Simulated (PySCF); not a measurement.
Isomers of C4H14Si3, one conformer each; single-point electronic energies without zero-point terms and without any empirical dispersion term.

All values: PBE0/pcSseg-1 (PySCF, non-relativistic), each on one gas-phase PBE0-D3(BJ)/def2-SVP geometry that isn't relaxed in the solvent. The solvent is an IEF-PCM continuum (cavity from Bondi-type radii × 1.2). The model holds no explicit solvent molecules, cavitation or dispersion.

```json
{"isomer": "`C=C(C)C([SiH3])([SiH3])[SiH3]`", "relative energy, gas (kcal/mol)": "0.0", "dipole (D)": "0.87"}
{"isomer": "`[SiH3]C([SiH3])([SiH3])C1CC1`", "relative energy, gas (kcal/mol)": "5.1", "dipole (D)": "0.96"}
```

Problem. How do the relative energies look in chloroform (ε = 4.711)?

Solution. 
```
                         isomer  relative energy, solvent (kcal/mol)  E(solvent) − E(gas) (kcal/mol)  dipole in solvent (D)
`C=C(C)C([SiH3])([SiH3])[SiH3]`                                  0.0                            -0.9                   1.04
 `[SiH3]C([SiH3])([SiH3])C1CC1`                                  5.3                            -0.7                   1.13
```

The order is unchanged. `C=C(C)C([SiH3])([SiH3])[SiH3]` gains most from the continuum, while `[SiH3]C([SiH3])([SiH3])C1CC1` has the largest gas-phase dipole. The gains span 0.2 kcal/mol, the gas-phase energies 5.1 kcal/mol.
